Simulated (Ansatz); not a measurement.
```yaml
crystal:
  periodic: [false, false, false]
  atoms:
    - {symbol: C, position_ang: [-0.787609, 0.742200, -0.275431]}
    - {symbol: S, position_ang: [0.549813, 0.166704, 0.803073]}
    - {symbol: Ge, position_ang: [1.194720, -1.705575, -0.130999]}
    - {symbol: H, position_ang: [-0.951124, 0.046809, -1.099311]}
    - {symbol: H, position_ang: [-0.525030, 1.721822, -0.674684]}
    - {symbol: H, position_ang: [-1.702463, 0.831764, 0.310256]}
    - {symbol: H, position_ang: [2.282892, -1.871825, 1.021498]}
basis:
  gaussian: {orbitals: def2-mTZVPP}
total_charge: -2
hamiltonian: {xc: {name: PBE0-DH}}
output: {forces: true}
```

```sh
$ ansatz run in.yaml --threads 4 --pin off --events-out ev --progress --plain --max-ram 10444MiB
```

It prints (some lines left out):

```
Functional definition: PBE0-DH
953 factors; integrals over basis functions are off by at most 1.1e-3 eV
mean field evaluation 1: about -68427.6527 eV, gradient 3.7e1 eV
mean field evaluation 2: about -68427.6536 eV, gradient 3.7e1 eV
mean field evaluation 4: about -68432.3904 eV, gradient 3.3e0 eV
mean field evaluation 8: about -68432.4140 eV, gradient 2.7e-1 eV
mean field evaluation 16: about -68432.4143 eV, gradient 1.1e-4 eV
mean field -68432.41432370 eV, -2514.8448412395 hartree, gradient 5.1e-7 eV, S^2 0.000000; 0 other end points of the search recorded, 0 dependent functions left out
15 core orbitals not correlated: weight in the atoms' cores, before any rotation towards them, 1.000 or more for the frozen orbitals, at most 0.000 for the correlated occupied ones
reference -68432.41433876 eV, -2514.8448417930 hartree; 15, 15 occupied and 72, 72 virtual orbitals, 953 factors
second order -18.01756825 eV of doubles, -0.00000000 eV of singles
Total energy: -68434.66653479 eV, -2514.9276084705 hartree
Atom 0 at    -0.787609     0.742200    -0.275431 Å, force     0.086216     0.080783     0.171434 eV/Å
Atom 1 at     0.549813     0.166704     0.803073 Å, force    -0.769550     2.852356     1.683433 eV/Å
Atom 2 at     1.194720    -1.705575    -0.130999 Å, force     0.661800    -2.902068    -1.854094 eV/Å
Atom 3 at    -0.951124     0.046809    -1.099311 Å, force     0.116843    -0.146413     0.008244 eV/Å
Atom 4 at    -0.525030     1.721822    -0.674684 Å, force    -0.118810     0.109861    -0.174227 eV/Å
Atom 5 at    -1.702463     0.831764     0.310256 Å, force    -0.214660     0.037150    -0.091267 eV/Å
Atom 6 at     2.282892    -1.871825     1.021498 Å, force     0.238160    -0.031669     0.256477 eV/Å
Dipole moment:    -0.580366     0.763966     0.001272 e Å
```

(1) Something in this input is off. What?

## Answers

(1) The charge is far from anything that the molecule holds. Self-consistency was reached. The result belongs to that input, not to the molecule as meant.
